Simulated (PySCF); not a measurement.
SMILES C=[CH][Ge]([Cl])([CH]=C)[CH]=C (C6H9ClGe), singlet, GFN2-xTB optimised geometry. Atoms within 1.6 Å of the plane z = 0.0 Å (x, y, z in Å): Ge3 (-0.22, -1.97, 0.00), Cl4 (1.91, -1.97, 0.00), C5 (-0.84, -0.09, 0.00), C6 (-0.04, 0.96, -0.01), H12 (-1.91, 0.05, 0.02), H13 (1.04, 0.84, -0.02), H14 (-0.41, 1.97, 0.00).

Calculation: PBE0/def2-SVP run with PySCF 2.14.0. Cells within 0.4 Å of a nucleus heavier than hydrogen are left out (blank, or x).

Map of the deformation density (molecule minus spherical neutral atoms) (e/bohr³) on the plane z = 0.0 Å:

```
|111111111111111111111111111|
|111111111111111111111111111|
|111111111110001111111111111|
|111111111000000011111111111|
|111111110000000001111111111|
|111111100000000000011111111|
|111111100001210000001111111|
|111111000014941000000111111|
|111110000014861110000111111|
|111100000002xx4431000011111|
|111000000002xxx981000011111|
|1110000110279x3651000011111|
|111000045349830110000111111|
|1100001897xx410000001111111|
|1110001355xx100000011111111|
|111000011245310000111111111|
|111000000134310000111111111|
|111100000122210011121100111|
|111100000000000111122100011|
|111100000000xx0121xxx000011|
|111100000000xx01210xx000011|
|111110000000000011122100011|
|111110000000000011111100111|
|111110000000000001111111111|
|111110000000000000111111111|
|111111000000000000111111111|
|111111100000000001111111111|
```
Scale: ten equal steps from -0.013 (start of '0') to 0.109 (end of '9'), in the order '0123456789'; x runs from -4.00 to 4.00, y from -4.00 (bottom) to 4.00 (top).
